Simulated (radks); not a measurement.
Mg1.75+, 10.25 electrons, occupied as [He] 2s1.25 2p6 3s1 (fractional occupations, a model configuration).

Calculated with a radial shooting solver on a logarithmic mesh with Libxc functionals: Dirac Kohn-Sham, PBE, spin-unpolarised, spherical densities, point nucleus.

Energy parts (eV):
part                      energy
total                  -5367.990
kinetic                 5376.650
electron-nucleus      -12619.617
Hartree                 2295.095
exchange-correlation    -420.118

Orbitals (lengths in bohr, moments of r in powers of bohr; r(max) is where P^2 peaks):
orbital,occ.,eigenvalue (eV),<r^2>,<r^4>,r(max),small-component weight
1s1/2,2,-1293.122,0.02297,0.001372,0.08503,1.79e-03
2s1/2,1.25,-108.5201,0.5549,0.5762,0.5411,2.42e-04
2p1/2,2,-75.6291,0.5472,0.6786,0.4691,2.21e-04
2p3/2,4,-75.3195,0.5504,0.6861,0.4706,2.20e-04
3s1/2,1,-19.6769,6.600,69.07,2.080,3.47e-05

The highest occupied level is 3s1/2 at -19.677 eV. Summed over all electrons, <r^2> = 10.64 bohr^2, which gives a Langevin (diamagnetic) susceptibility term of -8.42 x 10^-6 cm^3/mol.
